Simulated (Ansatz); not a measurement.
`C#C[Si](F)(F)[GaH2]` at its PBE0-D4/def2-TZVP geometry, where that method's forces vanish. Total charge 0; spin multiplicity 1.

```xyz
9

C    -1.9466    1.5530    0.5685
C    -0.8445    1.2202    0.2060
Si    0.7489    0.5014   -0.2999
F     1.8866    1.1588    0.6013
F     1.0475    0.9812   -1.7897
Ga    0.7027   -1.9088   -0.1052
H    -2.9155    1.8667    0.8858
H     1.1181   -2.5933    1.2423
H     0.2027   -2.7792   -1.3092
```

(1) What forces (eV/Å) does r2SCAN-D4/def2-TZVPP give on these atoms in the Gaussian-basis code of Ansatz? (Best estimate.)

Answers

(1) The calculation gave: 
```
C1  -0.382  0.101  0.127
C2   0.360 -0.125 -0.117
Si3 -0.099 -0.083  0.040
F4   0.054  0.020  0.034
F5   0.020  0.011 -0.061
Ga6 -0.007  0.000  0.001
H7   0.051 -0.009 -0.018
H8  -0.035  0.035 -0.105
H9   0.038  0.049  0.098
```
